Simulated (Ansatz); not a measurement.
`OP[SiH2][SiH3]` + `[OH][InH][Br]` → `[SiH3][O][InH][Br]` + `OP[SiH3]`  (cleavage of the Si–Si bond)

Computed with Ansatz on PBE0-D4/def2-TZVP structures; ΔE is electronic, products minus reactants. CCSD(T)/CBS is the MP2 limit (def2-TZVPP, def2-QZVPP) plus CCSD(T) − MP2 in def2-TZVPP, frozen cores. Functionals use def2-TZVPP. Elements past krypton have def2 core potentials. For Br, In outer-core shells are correlated without core-valence functions, which leaves a few kJ/mol of doubt a bond. Scalar relativity is left out up to krypton. Each species was taken in one conformer, which may not be the lowest.

`OP[SiH2][SiH3]`:

Cartesian coordinates in Å:
```
O -0.300 -0.801 -2.816
P -0.862 0.149 -1.569
Si 0.306 -0.721 0.160
Si 0.134 0.778 1.951
H -1.028 -1.010 -3.406
H 0.031 1.253 -1.700
H 1.736 -0.952 -0.188
H -0.307 -2.024 0.536
H -1.291 0.964 2.333
H 0.700 2.100 1.570
H 0.882 0.263 3.129
```

`[OH][InH][Br]`:

Z-matrix (Å, degrees):
```
In
O 1 1.973
Br 1 2.454 2 109.4
H 1 1.701 2 127.1 3 -180.0
H 2 0.960 1 113.2 3 180.0
```

`[SiH3][O][InH][Br]`:

Cartesian coordinates in Å:
```
Si 0.154 0.498 1.341
O 0.378 -0.708 0.262
In -0.026 -0.988 -1.642
Br -1.133 0.992 -2.590
H 0.864 1.741 0.926
H 0.691 0.059 2.657
H -1.291 0.825 1.501
H 0.363 -2.418 -2.455
```

`OP[SiH3]`:

```xyz
8

O    -1.493    0.491    1.042
P    -0.063   -0.355    1.161
Si    0.601   -0.235   -0.996
H    -2.142    0.096    1.629
H     0.806    0.704    1.558
H     2.034   -0.636   -1.020
H     0.450    1.130   -1.567
H    -0.192   -1.196   -1.807
```

(1) Is it downhill or uphill in electronic energy at CCSD(T)/CBS, and by how much? (Estimate.)

(2) What do these levels give: r2SCAN-D4, ωB97X-V, r2SCAN, MP2/def2-TZVPP, MP2/def2-QZVPP, SCS-MP2/def2-QZVPP? (An estimate is asked.)

Largest T1 diagnostic among the species: 0.014.

Answers

(1) Ansatz gave: Downhill: ΔE = -1.06 eV.

(2) Computed: r2SCAN-D4 -0.97, ωB97X-V -1.04, r2SCAN -0.97, MP2/def2-TZVPP -1.14, MP2/def2-QZVPP -1.14, SCS-MP2/def2-QZVPP -1.19 eV.

In def2-TZVPP, CCSD(T) changes the Hartree–Fock value by +0.30 eV (the triples alone add +0.04 eV) and MP2 by +0.23 eV. From PBE to PBE0 (25 % exact exchange), in def2-TZVPP and without D4, ΔE moves by −0.11 eV.
